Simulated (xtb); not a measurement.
C₂H₃ (SMILES [CH-]=C), charge -1, singlet, from a rough starting geometry; xtb 6.7.1 with GFN2-xTB.

Here is a job for xtb.
```
$ xtb mol.xyz --gfn 2 --chrg -1 --opt vtight --json

# file mol.xyz
5

C     -0.01779226     0.20054850     0.89435147
C      0.00121732     0.14935256    -0.41650254
H      0.03053981    -0.72017685     1.43593632
H     -0.01711588     1.13853954    -1.02696825
H     -0.02380225    -0.73719414    -0.95053954
```

Output, abridged:

```
   ID    Z sym.   atoms
    1    6 C      1, 2
    2    1 H      3-5

           -------------------------------------------------
          |                Calculation Setup                |
           -------------------------------------------------

           -------------------------------------------------
          |                 G F N 2 - x T B                 |
           -------------------------------------------------

          ...................................................
          :                      SETUP                      :
          :.................................................:
          :  # basis functions                  11          :
          :  # atomic orbitals                  11          :
          :  # shells                            7          :
          :  # electrons                        12          :
          :  max. iterations                   250          :
          :  Hamiltonian                  GFN2-xTB          :
          :  restarted?                      false          :
          :  GBSA solvation                  false          :
          :  PC potential                    false          :
          :  electronic temp.          300.0000000     K    :
          :  accuracy                    1.0000000          :
          :  -> integral cutoff          0.2500000E+02      :
          :  -> integral neglect         0.1000000E-07      :
          :  -> SCF convergence          0.1000000E-05 Eh   :
          :  -> wf. convergence          0.1000000E-03 e    :
          :  Broyden damping             0.4000000          :
          :  net charge                         -1          :
          :  unpaired electrons                  0          :
          ...................................................

 iter      E             dE          RMSdq      gap      omega  full diag
   1     -5.8860791 -0.588608E+01  0.645E+00    4.00       0.0  T
   2     -5.9162856 -0.302064E-01  0.464E+00    3.33       1.0  T
   3     -5.9300752 -0.137897E-01  0.227E+00    3.66       1.0  T
   4     -5.9328283 -0.275311E-02  0.506E-01    3.54       1.0  T
   5     -5.9329853 -0.156949E-03  0.976E-02    3.57       1.0  T
   6     -5.9329865 -0.118061E-05  0.374E-02    3.57       1.2  T
   7     -5.9329880 -0.153679E-05  0.783E-03    3.57       5.7  T
   8     -5.9329880 -0.174059E-07  0.484E-03    3.57       9.2  T
   9     -5.9329881 -0.846287E-07  0.375E-04    3.57     119.3  T
[...]
         :: total energy              -5.823080014821 Eh    ::
 * total energy  :    -5.8230800 Eh     change       -0.6584955E-11 Eh
 * total energy  :    -5.8354941 Eh     change       -0.1241409E-01 Eh
 * total energy  :    -5.8377205 Eh     change       -0.2226416E-02 Eh
 * total energy  :    -5.8375263 Eh     change        0.1942559E-03 Eh
 * total energy  :    -5.8378502 Eh     change       -0.3239128E-03 Eh
 * total energy  :    -5.8378693 Eh     change       -0.1908548E-04 Eh
 * total energy  :    -5.8378898 Eh     change       -0.2053547E-04 Eh
 * total energy  :    -5.8378912 Eh     change       -0.1439247E-05 Eh
 * total energy  :    -5.8378913 Eh     change       -0.1059933E-06 Eh
 * total energy  :    -5.8378914 Eh     change       -0.1136648E-07 Eh
   *** GEOMETRY OPTIMIZATION CONVERGED AFTER 10 ITERATIONS ***
         :: total energy              -5.837891355635 Eh    ::
[...]
        10                          0.5317036              14.4684
        11                          0.8649683              23.5370
      -------------------------------------------------------------
                  HL-Gap            0.1465191 Eh            3.9870 eV
             Fermi-level            0.0384649 Eh            1.0467 eV

     #   Z          covCN         q      C6AA      α(0)
     1   6 C        1.889    -0.371    43.021    10.593
     2   6 C        2.818    -0.095    30.370     9.029
     3   1 H        0.908    -0.197    10.578     5.088
     4   1 H        0.922    -0.147     7.516     4.287
     5   1 H        0.915    -0.191    10.176     4.989

 Mol. C6AA /au·bohr⁶  :        451.503859
 Mol. C8AA /au·bohr⁸  :       9374.032560
 Mol. α(0) /au        :         33.987568

Wiberg/Mayer (AO) data.
largest (>0.10) Wiberg bond orders for each atom

 ---------------------------------------------------------------------------
     #   Z sym  total        # sym  WBO       # sym  WBO       # sym  WBO
 ---------------------------------------------------------------------------
     1   6 C    2.977 --     2 C    1.992     3 H    0.935
     2   6 C    3.865 --     1 C    1.992     4 H    0.957     5 H    0.912
     3   1 H    0.961 --     1 C    0.935
     4   1 H    0.979 --     2 C    0.957
     5   1 H    0.963 --     2 C    0.912
 ---------------------------------------------------------------------------

Topologies differ in total number of bonds
Writing topology from bond orders to xtbtopo.mol

molecular dipole:
                 x           y           z       tot (Debye)
 q only:        0.004       0.020      -0.468
   full:        0.001      -0.496      -0.972       2.774
molecular quadrupole (traceless):
                xx          xy          yy          xz          yz          zz
 q only:        2.740       0.020       0.448      -0.069       0.682      -3.188
  q+dip:        2.093       0.001       0.707      -0.039      -1.107      -2.799
   full:        2.928       0.002       0.538      -0.056      -1.459      -3.467

optimized geometry written to: xtbopt.xyz

           -------------------------------------------------
          | TOTAL ENERGY               -5.837891355635 Eh   |
          | GRADIENT NORM               0.000023570801 Eh/α |
          | HOMO-LUMO GAP               3.986986725974 eV   |
           -------------------------------------------------

normal termination of xtb
```
